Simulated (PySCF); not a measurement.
C₂H₈BNO, SMILES B(CC)(O)N.

Geometry optimised at B3LYP-D3(BJ)/def2-SVP. Other conformers were not sampled.

These are PySCF with TDA-M06-2X/def2-SVPD values and carry that method's errors.

Vertical excitations. Isolated molecule, no solvent.

**Question.** Give excitation energies, oscillator strengths and character. (The exact figures need the calculation; the answer reports its results.)

**Answer.** 
| state | energy (eV) | λ (nm) | f | main pairs |
|---|---|---|---|---|
| S1 | 6.72 | 184 | 0.017 | HOMO→LUMO 90 % |
| S2 | 7.77 | 160 | 0.022 | HOMO−1→LUMO 90 % |
| S3 | 8.00 | 155 | 0.021 | HOMO→LUMO+1 51 %, HOMO→LUMO+2 29 % |
| S4 | 8.44 | 147 | 0.015 | HOMO→LUMO+2 24 %, HOMO→LUMO+3 21 %, HOMO→LUMO+1 18 %, HOMO→LUMO+6 11 % |
| S5 | 8.51 | 146 | 0.019 | HOMO−1→LUMO+2 26 %, HOMO−1→LUMO+1 21 %, HOMO−1→LUMO+6 13 %, HOMO−1→LUMO+5 9 % |
| S6 | 8.63 | 144 | 0.015 | HOMO−2→LUMO 72 % |
| S7 | 8.79 | 141 | 0.165 | HOMO→LUMO+4 39 %, HOMO→LUMO+5 9 %, HOMO→LUMO+1 6 %, HOMO→LUMO+3 6 % |
| S8 | 9.02 | 137 | 0.024 | HOMO−1→LUMO+1 50 %, HOMO−4→LUMO 11 % |
| S9 | 9.09 | 136 | 0.078 | HOMO−3→LUMO 45 %, HOMO→LUMO+5 9 %, HOMO−5→LUMO 8 % |
| S10 | 9.23 | 134 | 0.000 | HOMO−3→LUMO 17 %, HOMO−1→LUMO+2 17 %, HOMO→LUMO+4 15 %, HOMO→LUMO+5 12 % |
| T1 | 6.58 | 188 | 0 | HOMO→LUMO 86 % |
| T2 | 7.32 | 169 | 0 | HOMO→LUMO+6 40 %, HOMO→LUMO+4 14 %, HOMO→LUMO+2 13 %, HOMO→LUMO+5 11 % |
| T3 | 7.67 | 162 | 0 | HOMO−1→LUMO 77 % |
| T4 | 7.87 | 158 | 0 | HOMO→LUMO+1 41 %, HOMO→LUMO+2 30 % |
Triplets are in the Tamm–Dancoff approximation.
